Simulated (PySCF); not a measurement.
## Correlation energy of Si (silicon, neutral)

[Ne] 3s2 3p2, high-spin 3P determinant. Calculation: PySCF 2.14, in x2c-SVPall; the spin-free X2C one-electron Hamiltonian (Gaussian nucleus). Frozen: [Ne]; 4 electrons correlated.

MP2 pair energies summed by pair of shells (mhartree):

```json
{"pair": "3s-3p", "energy": "-25.36", "share (%)": "58.3"}
{"pair": "3s-3s", "energy": "-14.10", "share (%)": "32.4"}
{"pair": "3p-3p", "energy": "-4.05", "share (%)": "9.3"}
```

Total MP2 correlation energy: -43.51 mhartree.

Same-spin part -6.93 and opposite-spin part -36.59 mhartree; SCS-MP2 scales them by 1/3 and 6/5 to -46.21 mhartree.

```tsv
level	correlation energy (mhartree)
CCSD	-61.43
(T)	-0.97
CCSD(T)	-62.40
```

Diagnostics: T1 = 0.010, D1 = 0.0230, largest double amplitude 0.111.

Task: Is a single reference adequate?

Result: Mostly. T1 lies below 0.03, but a double amplitude of this size points to a near-degeneracy that CCSD handles and MP2 describes poorly.
